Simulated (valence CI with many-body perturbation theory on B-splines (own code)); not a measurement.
**E1 line list for Ho LII**

Level of theory: configuration interaction combined with many-body perturbation theory (CI+MBPT): six valence electrons over a frozen Dirac-Fock core [Ne], a basis of 9 s, 9 p, 8 d, 6 f, 3 g, 1 h functions for each j, with the one-electron correlation potential Σ1 (screened to all orders), the two-electron term Σ2, the three-electron term Σ3, Breit, model QED; selected single and double excitations, second order for the rest, scaled by the run's own slope (own B-spline code, finite nucleus).

The last digits are not significant, and no measured levels were compared; by estimate large intervals hold to a few tenths of a per cent, small ones and those within an open d or f shell to about a per cent. Among the levels kept, up to 1100 cm⁻¹ of a level comes from second order outside the variational space, and about a tenth of that is noise between levels of different J, which matters for small intervals.

Lines 101 to 150 of 163 in falling wavelength, among levels below 510.39 eV, chosen from the strongest by gf and those to the six lowest levels. Wavelengths and rates use the calculated energies. Electric multipoles are in the length gauge with retardation, E1 and E2 with the static RPA response of the core. Weak lines are less certain than strong ones. Lines between different terms over intervals too small for the method are left out, as are lines whose strength nearly cancels. The highest levels of a list are the least certain.

Levels are named by their leading jj configuration (3d3/2^4 stands for four electrons in 3d with j = 3/2), which in mixed levels can hold well under half, so a name can repeat and another be missing. Letters in brackets count levels of one name in rising energy.

```csv
λ vac (nm),Upper,Lower,A (s⁻¹),S (a.u.) with core polarisation,S without
5.775,(3s^2 3p1/2^2 3d3/2^2) J=2,(3s^2 3p1/2^2 3p3/2 3d3/2) J=2,6.29e+09,2.99e-03,3.03e-03
5.756,(3s^2 3p1/2 3p3/2^2 3d3/2) J=2 [b],(3s^2 3p1/2 3p3/2^3) J=2,1.41e+09,6.65e-04,6.76e-04
5.709,(3s^2 3p1/2^2 3d3/2 3d5/2) J=3,(3s^2 3p1/2^2 3p3/2 3d5/2) J=4,3.34e+09,2.15e-03,2.18e-03
5.567,(3s^2 3p1/2^2 3d3/2 3d5/2) J=2,(3s^2 3p1/2^2 3p3/2 3d5/2) J=2,6.90e+08,2.94e-04,2.98e-04
5.533,(3s^2 3p1/2 3p3/2^2 3d3/2) J=2 [b],(3s^2 3p1/2 3p3/2^3) J=1,1.74e+06,7.28e-07,7.28e-07
5.481,(3s^2 3p1/2^2 3d3/2 3d5/2) J=1,(3s^2 3p1/2^2 3p3/2 3d5/2) J=2,8.37e+09,2.04e-03,2.07e-03
5.436,(3s^2 3p1/2^2 3d3/2^2) J=0,(3s^2 3p1/2^2 3p3/2 3d3/2) J=1,2.71e+10,2.15e-03,2.18e-03
5.434,(3s^2 3p1/2 3p3/2^2 3d3/2) J=3 [b],(3s^2 3p1/2 3p3/2^3) J=2,3.76e+07,2.08e-05,2.13e-05
5.362,(3s^2 3p3/2^4) J=0,(3s^2 3p1/2^2 3p3/2 3d3/2) J=1,7.13e+08,5.42e-05,5.50e-05
5.352,(3s^2 3p1/2^2 3d3/2 3d5/2) J=4,(3s^2 3p1/2^2 3p3/2 3d5/2) J=4,1.65e+10,1.13e-02,1.14e-02
5.306,(3s^2 3p1/2 3p3/2^2 3d3/2) J=2 [c],(3s^2 3p1/2 3p3/2^3) J=2,1.82e+09,6.72e-04,6.84e-04
5.168,(3s^2 3p1/2 3p3/2^2 3d5/2) J=3 [a],(3s^2 3p1/2 3p3/2^3) J=2,6.33e+08,3.02e-04,3.06e-04
5.117,(3s^2 3p1/2 3p3/2^2 3d3/2) J=2 [c],(3s^2 3p1/2 3p3/2^3) J=1,1.15e+09,3.80e-04,3.87e-04
5.038,(3s^2 3p1/2 3p3/2^2 3d3/2) J=1 [b],(3s^2 3p1/2 3p3/2^3) J=1,9.49e+07,1.80e-05,1.86e-05
4.970,(3s^2 3p1/2 3p3/2^2 3d3/2) J=1 [c],(3s^2 3p1/2 3p3/2^3) J=2,1.13e+08,2.06e-05,2.14e-05
4.898,(3s^2 3p1/2 3p3/2^2 3d5/2) J=1 [a],(3s^2 3p1/2 3p3/2^3) J=2,2.77e+10,4.82e-03,4.89e-03
4.803,(3s^2 3p1/2 3p3/2^2 3d3/2) J=1 [c],(3s^2 3p1/2 3p3/2^3) J=1,4.35e+09,7.14e-04,7.25e-04
4.736,(3s^2 3p1/2 3p3/2^2 3d5/2) J=1 [a],(3s^2 3p1/2 3p3/2^3) J=1,1.30e+10,2.04e-03,2.07e-03
4.710,(3s^2 3p1/2 3p3/2^2 3d5/2) J=0,(3s^2 3p1/2 3p3/2^3) J=1,3.86e+10,1.99e-03,2.02e-03
4.705,(3s^2 3p1/2^2 3d3/2 3d5/2) J=3,(3s^2 3p1/2^2 3p3/2 3d3/2) J=3,1.73e+10,6.21e-03,6.30e-03
4.686,(3s^2 3p1/2^2 3p3/2 3d5/2) J=2,(3s^2 3p1/2^2 3p3/2^2) J=2,7.17e+10,1.82e-02,1.85e-02
4.590,(3s^2 3p1/2 3p3/2^2 3d5/2) J=2 [a],(3s^2 3p1/2 3p3/2^3) J=2,3.06e+09,7.29e-04,7.39e-04
4.571,(3s^2 3p1/2^2 3d3/2 3d5/2) J=3,(3s^2 3p1/2^2 3p3/2 3d3/2) J=2,1.11e+11,3.65e-02,3.70e-02
4.537,(3s^2 3p1/2^2 3d3/2 3d5/2) J=2,(3s^2 3p1/2^2 3p3/2 3d3/2) J=3,1.13e+10,2.60e-03,2.64e-03
4.524,(3s^2 3p1/2^2 3d3/2 3d5/2) J=2,(3s^2 3p1/2^2 3p3/2 3d3/2) J=1,8.57e+10,1.96e-02,1.98e-02
4.512,(3s^2 3p1/2^2 3p3/2 3d5/2) J=1,(3s^2 3p1/2^2 3p3/2^2) J=0,1.62e+11,2.20e-02,2.23e-02
4.485,(3s^2 3p1/2 3p3/2^2 3d5/2) J=3 [b],(3s^2 3p1/2 3p3/2^3) J=2,1.84e+09,5.75e-04,5.83e-04
4.475,(3s^2 3p1/2^2 3d3/2 3d5/2) J=1,(3s^2 3p1/2^2 3p3/2 3d3/2) J=0,7.38e+10,9.79e-03,9.92e-03
4.467,(3s^2 3p1/2^2 3d3/2 3d5/2) J=1,(3s^2 3p1/2^2 3p3/2 3d3/2) J=1,7.20e+10,9.50e-03,9.63e-03
4.460,(3s^2 3p1/2^2 3d3/2 3d5/2) J=4,(3s^2 3p1/2^2 3p3/2 3d3/2) J=3,1.73e+11,6.80e-02,6.90e-02
4.447,(3s^2 3p1/2 3p3/2^2 3d5/2) J=2 [a],(3s^2 3p1/2 3p3/2^3) J=1,1.12e+10,2.42e-03,2.46e-03
4.439,(3s^2 3p1/2 3p3/2^2 3d5/2) J=2 [b],(3s^2 3p1/2 3p3/2^3) J=2,9.21e+10,1.99e-02,2.02e-02
4.412,(3s^2 3p1/2^2 3d3/2 3d5/2) J=2,(3s^2 3p1/2^2 3p3/2 3d3/2) J=2,5.58e+10,1.18e-02,1.20e-02
4.387,(3s^2 3p1/2^2 3p3/2 3d5/2) J=3,(3s^2 3p1/2^2 3p3/2^2) J=2,3.22e+11,9.39e-02,9.52e-02
4.379,(3s^2 3p1/2 3p3/2^2 3d5/2) J=1 [b],(3s^2 3p1/2 3p3/2^3) J=2,1.07e+11,1.33e-02,1.35e-02
4.358,(3s^2 3p1/2^2 3d3/2 3d5/2) J=1,(3s^2 3p1/2^2 3p3/2 3d3/2) J=2,1.13e+10,1.38e-03,1.40e-03
4.325,(3s^2 3p1/2 3p3/2^2 3d5/2) J=3 [c],(3s^2 3p1/2 3p3/2^3) J=2,4.20e+11,1.17e-01,1.19e-01
4.306,(3s^2 3p1/2 3p3/2^2 3d5/2) J=2 [b],(3s^2 3p1/2 3p3/2^3) J=1,2.55e+11,5.02e-02,5.09e-02
4.249,(3s^2 3p1/2 3p3/2^2 3d5/2) J=1 [b],(3s^2 3p1/2 3p3/2^3) J=1,3.56e+11,4.04e-02,4.10e-02
4.245,(3s^2 3p1/2^2 3p3/2 3d5/2) J=1,(3s^2 3p1/2^2 3p3/2^2) J=2,4.06e+10,4.60e-03,4.66e-03
3.325,(3s 3p1/2^2 3p3/2^3) J=2,(3s^2 3p1/2^2 3p3/2^2) J=2,4.05e+11,3.68e-02,3.73e-02
3.313,(3s 3p1/2^2 3p3/2^3) J=1,(3s^2 3p1/2^2 3p3/2^2) J=0,1.76e+11,9.50e-03,9.64e-03
3.167,(3s 3p1/2^2 3p3/2^3) J=1,(3s^2 3p1/2^2 3p3/2^2) J=2,3.33e+11,1.57e-02,1.59e-02
3.121,(3s^2 3p1/2 3p3/2^2 3d3/2) J=1 [a],(3s^2 3p1/2^2 3p3/2^2) J=0,5.34e+10,2.41e-03,2.44e-03
3.004,(3s^2 3p1/2 3p3/2^2 3d3/2) J=2 [a],(3s^2 3p1/2^2 3p3/2^2) J=2,5.70e+09,3.81e-04,3.87e-04
2.991,(3s^2 3p1/2 3p3/2^2 3d3/2) J=1 [a],(3s^2 3p1/2^2 3p3/2^2) J=2,8.38e+10,3.32e-03,3.37e-03
2.954,(3s^2 3p1/2 3p3/2^2 3d3/2) J=3 [a],(3s^2 3p1/2^2 3p3/2^2) J=2,2.10e+10,1.87e-03,1.90e-03
2.826,(3s^2 3p1/2 3p3/2^2 3d3/2) J=2 [b],(3s^2 3p1/2^2 3p3/2^2) J=2,1.41e+11,7.86e-03,7.99e-03
2.796,(3s^2 3p1/2 3p3/2^2 3d3/2) J=1 [b],(3s^2 3p1/2^2 3p3/2^2) J=0,3.33e+07,1.08e-06,1.08e-06
2.746,(3s^2 3p1/2 3p3/2^2 3d3/2) J=3 [b],(3s^2 3p1/2^2 3p3/2^2) J=2,1.51e+12,1.08e-01,1.10e-01
```
